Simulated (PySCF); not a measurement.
NMR data simulated for an unnamed compound:

1H NMR (400 MHz, computed): δ 6.89 (m, 1H), 5.81 (m, 1H), 5.80 (m, 1H), 4.10 (q, 2H), 3.80 (t, 3H), 2.21 (s, 3H).

13C{1H} NMR (computed): δ 165.1 (C), 130.5 (CH), 127.6 (CH2), 39.2 (CH2), 27.1 (CH3).

PySCF 2.14 calculation with geometry: GFN2-xTB and shielding tensors at PBE0/pcSseg-1 (GIAO); one conformer, no solvent model, non-relativistic, one averaged value for each set of equivalent atoms.

Scale: 1H (σ = 31.72 ppm), 13C (σ = 186.93 ppm) against TMS (reference shieldings calculated alike).

**Question.** Which of these does the molecule contain: a carboxylic acid, a Si–H bond, an OH group, a non-aromatic C=C double bond, a vinyl group CH=CH2, an amide?

**Answer.** 
- A carboxylic acid: no.
- A Si–H bond: yes (δH 3.80 (t)).
- An OH group: no.
- A non-aromatic C=C double bond: yes.
- A vinyl group CH=CH2: yes (δC 127.6, 130.5; δH 5.80 (m), 5.81 (m), 6.89 (m)).
- An amide: no.

The data belong to `C=C/C(C)=N\C[SiH3]`, C5H11NSi; they needn't prove each group on their own.

Carbon signals by region: 1 in the far downfield region (above 160 ppm), 2 in the sp2 and nitrile region (100–160 ppm), 2 below 50 ppm. Above 160 ppm: 165.1, C=N carbon.

Shifts are as computed. Against solution values, carbons near 30 ppm lie about +3 ppm off and those near 130 ppm about +5 ppm. Of 1211 compounds with measured shifts, 218 miss one by over three times the rms of a fit or turn the order of signals round; such compounds aren't used in these exercises. Multiplicities follow the n + 1 count of equivalent neighbours, as no J values were calculated; m marks all less simple cases, F and P coupling included.
